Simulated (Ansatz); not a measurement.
Reaction (ligand exchange at a Ge–O bond): `[SiH3]C#C[O][GeH3]` + `CSS` → `CS[S][GeH3]` + `OC#C[SiH3]`

Calculated with Ansatz (gas phase, PBE0-D4/def2-TZVP geometries, no zero-point term in ΔE). CCSD(T)/CBS is the MP2 limit (def2-TZVPP, def2-QZVPP) plus CCSD(T) − MP2 in def2-TZVPP, frozen cores. Functionals use def2-TZVPP. For Ge outer-core shells are correlated without core-valence functions, which leaves a few kJ/mol of doubt a bond. Scalar relativity is left out up to krypton. Each species was taken in one conformer, which may not be the lowest.

CCSD(T)/CBS gives -6.5 kJ/mol.

(1) Another level gave -5.3 kJ/mol. Which?
A. r2SCAN-D4/def2-TZVPP
B. CCSD/def2-TZVPP
C. PBE0-D4/def2-TZVPP
D. HF/def2-TZVPP

Largest T1 diagnostic among the species: 0.013.

Answers

(1) A. r2SCAN-D4 -5.3, PBE0-D4 -11.9, CCSD/def2-TZVPP -0.1, HF/def2-TZVPP 10.3 kJ/mol.

In def2-TZVPP, CCSD(T) changes the Hartree–Fock value by −12.1 kJ/mol (the triples alone add −1.7 kJ/mol) and MP2 by −13.3 kJ/mol. The D4 term adds −4.6 kJ/mol with B3LYP and −2.4 kJ/mol with PBE0; it sums over pairs of atoms, weighted by their polarisabilities, and B3LYP, whose exchange is more repulsive, gets the larger term.

B3LYP here is the variant with VWN-RPA as its local correlation; programs differ in this.
